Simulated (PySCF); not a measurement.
SMILES C[S][Cd][SeH], PBE0/def2-SVP optimised geometry.

```
8

Cd     0.07     0.61     0.00
S      2.42     0.61     0.00
C      2.85    -0.28     1.54
H      2.48     0.23     2.44
H      3.95    -0.30     1.59
H      2.49    -1.32     1.53
Se    -2.39     0.63    -0.03
H     -2.42    -0.63    -0.79
```

Density from PBE0/def2-TZVP, def2 effective core potentials past Kr (PySCF) at that geometry. The core electrons that the potentials of Cd replace are not part of the density.

Minimum of the electron density along straight lines between bonded atoms, close to the bond critical point (lines longer than 1.1 times the sum of covalent radii, or with two minima, are not listed):

```csv
bond,length / Å,ρ at the minimum / e bohr⁻³,∇²ρ there / e bohr⁻⁵,position (fraction from the first atom)
Cd1–S2,2.351,0.087,0.17,0.49
S2–C3,1.828,0.174,-0.27,0.53
C3–H4,1.099,0.275,-0.94,0.65
C3–H5,1.099,0.274,-0.93,0.65
C3–H6,1.099,0.275,-0.94,0.65
Cd1–Se7,2.460,0.077,0.12,0.48
Se7–H8,1.473,0.172,-0.29,0.63
```
